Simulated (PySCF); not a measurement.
# Radial density of As⁻ (arsenic, charge -1)

wB97X, [Ar] 3d10 4s2 4p4, high-spin 3P determinant. All numbers are calculated (PySCF 2.14, scalar relativity by spin-free X2C-1e, in x2c-TZVPPall with one added diffuse shell each of s, p, d type (7s6p5d1f, 57 functions)).

```tsv
r (bohr)	4πr²ρ (e/bohr)	4πr²(ρα − ρβ)
0.000678	0.2389	0.0000
0.00114	0.5913	0.0000
0.00192	1.458	0.0000
0.00323	3.495	-0.0001
0.00543	7.918	-0.0001
0.00913	16.37	-0.0002
0.0154	29.03	0.0002
0.0258	39.74	0.0030
0.0435	37.93	0.0148
0.0731	33.19	0.0414
0.123	45.95	0.0482
0.207	37.07	-0.0046
0.348	25.25	0.0855
0.585	28.69	0.0661
0.984	8.993	0.0887
1.66	3.159	0.7689
2.78	1.685	0.6567
4.68	0.3610	0.1263
7.88	0.02887	0.0005
13.3	0.0005017	-0.0001
```

Densities and radii are taken from the X2C orbitals without a picture-change correction, which distorts them close to the nucleus.

(1) Where is the radial spin density 4πr²(ρα − ρβ) most negative, and why is it negative at all?

## Answers

(1) Around r = 0.207 bohr, down to -0.0046 e/bohr: exchange with the open shell polarises the paired shells in an unrestricted calculation.
